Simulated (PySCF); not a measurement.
Molfile (atoms numbered from 1):
```
C4H8F2O2
     RDKit          3D

 16 15  0  0  0  0  0  0  0  0999 V2000
   -2.6626    0.3572    0.3649 C   0  0  0  0  0  0  0  0  0  0  0  0
   -1.8539   -0.7663    0.1467 O   0  0  0  0  0  0  0  0  0  0  0  0
   -0.6571   -0.5275   -0.5176 C   0  0  0  0  0  0  0  0  0  0  0  0
    0.4594   -0.0901    0.4044 C   0  0  2  0  0  0  0  0  0  0  0  0
    0.1801    1.1438    0.9505 F   0  0  0  0  0  0  0  0  0  0  0  0
    1.6174   -0.0030   -0.3439 O   0  0  0  0  0  0  0  0  0  0  0  0
    2.7849    0.0423    0.3872 C   0  0  0  0  0  0  0  0  0  0  0  0
    3.0858   -1.1896    0.8889 F   0  0  0  0  0  0  0  0  0  0  0  0
   -3.6159   -0.0036    0.7753 H   0  0  0  0  0  0  0  0  0  0  0  0
   -2.8704    0.8941   -0.5811 H   0  0  0  0  0  0  0  0  0  0  0  0
   -2.2152    1.0725    1.0750 H   0  0  0  0  0  0  0  0  0  0  0  0
   -0.3354   -1.4694   -0.9883 H   0  0  0  0  0  0  0  0  0  0  0  0
   -0.7586    0.2339   -1.3165 H   0  0  0  0  0  0  0  0  0  0  0  0
    0.5738   -0.7903    1.2508 H   0  0  0  0  0  0  0  0  0  0  0  0
    3.5830    0.3525   -0.3031 H   0  0  0  0  0  0  0  0  0  0  0  0
    2.6991    0.7445    1.2350 H   0  0  0  0  0  0  0  0  0  0  0  0
  1  2  1  0
  2  3  1  0
  3  4  1  0
  4  5  1  0
  4  6  1  0
  6  7  1  0
  7  8  1  0
  1  9  1  0
  1 10  1  0
  1 11  1  0
  3 12  1  0
  3 13  1  0
  4 14  1  1
  7 15  1  0
  7 16  1  0
M  END
```

Geometry: PBE0-D3(BJ)/def2-SVP; GIAO absolute shieldings from PySCF, gas phase, non-relativistic, averaged over equivalent atoms.

At B97-2/pcSseg-1 (176 basis functions, 19 s wall time on 1 thread of an Arm Neoverse V1, shared host):
| atoms | σ (ppm) |
| --- | --- |
| C4 | 74.5 |
| C7 | 85.2 |
| C3 | 110.5 |
| C1 | 123.6 |
| O6 | 200.9 |
| O2 | 322.5 |
| F5 | 338.3 |
| F8 | 357.1 |
| H16 | 25.90 |
| H14 | 25.90 |
| H15 | 26.17 |
| H12 | 27.72 |
| H9/H10/H11 | 27.93 |
| H13 | 28.29 |

Q: Predict the values at PBE0/pcSseg-1 on the same geometry.

A: 
| atoms | σ at PBE0/pcSseg-1 | change |
| --- | --- | --- |
| C4 | 73.9 | -0.6 |
| C7 | 84.9 | -0.3 |
| C3 | 110.3 | -0.2 |
| C1 | 123.9 | +0.3 |
| O6 | 201.1 | +0.2 |
| O2 | 326.5 | +4.0 |
| F5 | 338.0 | -0.3 |
| F8 | 358.1 | +1.0 |
| H16 | 25.79 | -0.11 |
| H14 | 25.80 | -0.10 |
| H15 | 26.05 | -0.12 |
| H12 | 27.60 | -0.12 |
| H9/H10/H11 | 27.81 | -0.12 |
| H13 | 28.19 | -0.10 |

The largest change is at O2 (ether oxygen). Cost: 176 basis functions, 21 s wall time on 1 thread of an Arm Neoverse V1, shared host. The order of the carbon signals is the same at both levels.
